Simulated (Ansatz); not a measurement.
Two isomers of C3H5IO: A = `CC1(I)CO1`, B = `IC1CCO1`.

Isolated molecules relaxed with PBE0-D4/def2-TZVP in Ansatz; ΔE leaves out vibrations. CCSD(T)/CBS is the MP2 limit (def2-TZVPP, def2-QZVPP) plus CCSD(T) − MP2 in def2-TZVPP, frozen cores. Functionals use def2-TZVPP. B3LYP here is the variant with VWN-RPA as its local correlation; programs differ in this. Elements past krypton have def2 core potentials. For I outer-core shells are correlated without core-valence functions, which leaves a few kJ/mol of doubt a bond.

Q: Which isomer does CCSD(T)/CBS put lower? Give the gap. (Best estimate.)

A: The calculation gave: B, by 0.6 kcal/mol.

Q: Give E(B) − E(A) in kcal/mol with B2PLYP, r2SCAN-D4, B3LYP-D4, CCSD/def2-TZVPP, PBE-D4, ωB97M-V, MP2/def2-TZVPP. (Estimate.)

A: Computed: B2PLYP -0.4, r2SCAN-D4 0.4, B3LYP-D4 -0.9, CCSD/def2-TZVPP -1.0, PBE-D4 -0.3, ωB97M-V -0.8, MP2/def2-TZVPP 0.9. The order is the other way round with r2SCAN-D4, MP2/def2-TZVPP.

Largest T1 diagnostic: 0.011.

In def2-TZVPP, CCSD(T) changes the Hartree–Fock value by +1.8 kcal/mol (the triples alone add +0.3 kcal/mol) and MP2 by +3.5 kcal/mol.
